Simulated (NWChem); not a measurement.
System: tetramethylsilane (C₄H₁₂Si); SMILES [Si](C)(C)(C)C

```xyz
17

C     -0.9989    -1.0690    -1.2069
Si    -0.0003     0.0002    -0.0002
C     -1.1797     0.8390     1.2254
C      1.2242    -1.0936     0.9492
C      0.9529     1.3238    -0.9678
H     -1.5644    -1.8464    -0.6782
H     -0.3460    -1.5713    -1.9314
H     -1.7187    -0.4662    -1.7743
H     -0.6342     1.4677     1.9401
H     -1.7477     0.0994     1.8031
H     -1.9041     1.4803     0.7082
H      0.7045    -1.8727     1.5206
H      1.9237    -1.5950     0.2689
H      1.8190    -0.5056     1.6591
H      1.6454     0.8718    -1.6887
H      0.2724     1.9761    -1.5289
H      1.5434     1.9613    -0.2983
```
Atoms are numbered in this order, from 1.

Results from NWChem. Pople sets run with spherical d functions. Geometry: optimised at B3LYP/6-31G* (spherical d). No frequency run checked for a minimum. GIAO values for the isolated, static molecule; σ is the absolute isotropic shielding.

For level B3LYP/6-31G*:

| Property | Result |
|---|---|
| σ C1 (ppm) | 190.2 |
| σ Si2 (ppm) | 414.3 |

Q: How do the values read with level B3LYP/6-311G** instead?

A: 
- σ C1 (ppm): 183.8
- σ Si2 (ppm): 339.8
